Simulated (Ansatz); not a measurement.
Stepwise reaction of `C[Si](F)([SiH3])[SiH3]` with hydrogen, as a gas-phase model of exchange steps in deposition or etching. ΔE in kJ/mol.

Isolated molecules relaxed with PBE0-D4/def2-TZVP in Ansatz; ΔE leaves out vibrations. CCSD(T)/CBS is the MP2 limit (def2-TZVPP, def2-QZVPP) plus CCSD(T) − MP2 in def2-TZVPP, frozen cores. This one scheme is used for every species. DFT in def2-TZVPP. B3LYP here is the variant with VWN-RPA as its local correlation; programs differ in this.

| step | reaction | PBE-D4 | B3LYP-D4 | ωB97M-V | CCSD(T)/CBS |
| --- | --- | --- | --- | --- | --- |
| 2 | `C[SiH](F)[SiH3]` + H₂ → `C[SiH2]F` + SiH₄ | -11.9 | -27.3 | -32.6 | -28.4 |

**Question.** Give the row of step 1, `C[Si](F)([SiH3])[SiH3]` + H₂ → `C[SiH](F)[SiH3]` + SiH₄. (Best estimate.)

**Answer.** Computed: 
```tsv
step	reaction	PBE-D4	B3LYP-D4	ωB97M-V	CCSD(T)/CBS
1	`C[Si](F)([SiH3])[SiH3]` + H₂ → `C[SiH](F)[SiH3]` + SiH₄	-6.3	-21.5	-27.5	-22.9
```

**Question.** By hand: ΔE of the 2 steps together at CCSD(T)/CBS.

**Answer.** (-22.9) + (-28.4) = -51.3 kJ/mol, or -25.6 kJ/mol a step.

In ΔE each step is lower than the one before. All are downhill at CCSD(T)/CBS. PBE-D4 differs from CCSD(T)/CBS by 16.5 to 16.6 kJ/mol a step. Only this route is followed, and other bonds may react first. Isolated molecules leave out the surface, adducts and barriers. Largest T1 diagnostic: 0.013.
